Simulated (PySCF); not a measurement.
GaH, SMILES [GaH] (connectivity only; charge and spin as stated), neutral, multiplicity 1. Atoms are numbered in the order given.

```xyz
2

Ga     0.0000     0.0000    -0.0528
H      0.0000     0.0000     1.6358
```
Charge 0, spin multiplicity 1.

Geometry optimised at B3LYP-D3(BJ)/def2-TZVPD.

Method: PySCF with HF/pcSseg-2.

GIAO shieldings, no solvent; atoms alike by connectivity are averaged. δ = σ(ref) − σ: ¹H against TMS (σ = 31.98 ppm), references at their B3LYP-D3(BJ)/def2-TZVP geometries, non-relativistic.

```tsv
nucleus	atoms	count	δ (ppm)
¹H	H2	1	9.45
```
